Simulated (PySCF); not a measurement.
Species: SiHMe2(NHtBu), C₆H₁₇NSi.
SMILES: `[H][Si](C)(C)NC(C)(C)C`

The closed-shell ground state was solved at several levels (PySCF, density fitting, gas phase, non-relativistic). One conformer (not necessarily the lowest) at the PBE0-D3(BJ)/def2-SVP geometry, without solvent, vibrations or thermal averaging.

```json
{"level": "PBE0/pcSseg-1", "basis functions": "228", "HOMO (eV)": "-6.44", "LUMO (eV)": "1.13", "gap (eV)": "7.57", "dipole (D)": "0.68"}
{"level": "B3LYP/def2-SVPD", "basis functions": "300", "HOMO (eV)": "-6.26", "LUMO (eV)": "0.24", "gap (eV)": "6.50", "dipole (D)": "0.62"}
```

What might B3LYP/pcSseg-1 (228 basis functions) give for the same quantities?

HOMO -6.21 eV, LUMO 0.84 eV, gap 7.05 eV, dipole 0.67 D.

Over all these levels, which gives the widest orbital gap and which the narrowest?

PBE0/pcSseg-1 (global hybrid, 25 % exact exchange) has the widest, 7.57 eV, and B3LYP/def2-SVPD (global hybrid, 20 % exact exchange) the narrowest, 6.50 eV. Functional and basis both differ between the two, so the spread mixes both effects.

How far do the dipole and the HOMO energy spread over the levels?

The dipole runs from 0.62 to 0.68 D (mean 0.66 D) and the HOMO from -6.44 to -6.21 eV.
